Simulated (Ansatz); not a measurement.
Job for Ansatz (an electronic-structure program): R-BLYP/def2-TZVPPD on AlFGeH6O. The basis file is the Basis Set Exchange's JSON of that set.

Ansatz 0.2 input:
```yaml
crystal:
  periodic: [false, false, false]
  atoms:
    - {symbol: Al, position_ang: [1.21998473, -0.52689928, 0.36137824]}
    - {symbol: O, position_ang: [-0.29093887, 0.22852261, 0.47847195]}
    - {symbol: Ge, position_ang: [-2.01659338, 0.15284335, 0.10690676]}
    - {symbol: H, position_ang: [1.32861099, -1.99772310, -0.19480085]}
    - {symbol: H, position_ang: [2.39142816, 0.13279208, 1.22144067]}
    - {symbol: H, position_ang: [-2.34461599, 1.30916186, -0.85665639]}
    - {symbol: H, position_ang: [-2.34650978, -1.20329674, -0.55012928]}
    - {symbol: H, position_ang: [-2.79043640, 0.31460983, 1.42798832]}
    - {symbol: F, position_ang: [2.10411010, 0.57181393, -1.25664780]}
    - {symbol: H, position_ang: [2.74486045, 1.01817547, -0.73785161]}
basis:
  gaussian:
    orbitals: def2-TZVPPD.json
hamiltonian:
  xc: {name: BLYP}
scf: {lower_state_search: off}
```

Question: Predict the final total energy.

Answer: -2498.2865 hartree.

Question: How many basis functions does it have, and what does it roughly cost on one machine?

Answer: 284 functions; about 5 core-seconds (a rough figure).
